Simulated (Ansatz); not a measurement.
`O[SiH]([SiH3])O[SiH3]` + `[OH][AlH2]` → `O[SiH]([SiH3])[O][AlH2]` + `O[SiH3]`  (ligand exchange at the Si–O bond)

Program: Ansatz. Geometries: PBE0-D4/def2-TZVP. ΔE: electronic, gas phase. CCSD(T)/CBS adds triple-zeta CCSD(T) − MP2 to the extrapolated MP2 energy (def2 sets, frozen cores). This one scheme is used for every species. Functionals use def2-TZVPP. One conformer a species, not always the lowest.

```csv
level,ΔE (kJ/mol),difference from CCSD(T)/CBS
PBE-D4,-2.7,2.2
PBE0-D4,-4.6,0.3
revPBE,-6.3,-1.4
r2SCAN,-4.9,0.0
BHLYP,-8.9,-4.0
CAM-B3LYP,-7.4,-2.5
LC-ωPBE,-6.7,-1.8
MP2/def2-SVP,-7.9,-3.0
HF/def2-QZVPP,-11.5,-6.6
MP2/def2-QZVPP,-5.0,-0.1
CCSD(T)/CBS,-4.9,0
```

Largest T1 diagnostic among the species: 0.013.

Leaving LDA and LC-ωPBE aside and taking each functional with its dispersion term where it has one, the values, not all of them listed here, spread over 4.6 kJ/mol, from B2PLYP to revPBE-D4. In def2-TZVPP, CCSD(T) changes the Hartree–Fock value by +6.0 kJ/mol (the triples alone add +1.0 kJ/mol) and MP2 by +6.1 kJ/mol. The D4 term adds +3.4 kJ/mol with B3LYP and +2.0 kJ/mol with PBE0; it sums over pairs of atoms, weighted by their polarisabilities, and B3LYP, whose exchange is more repulsive, gets the larger term.

B3LYP here is the variant with VWN-RPA as its local correlation; programs differ in this.
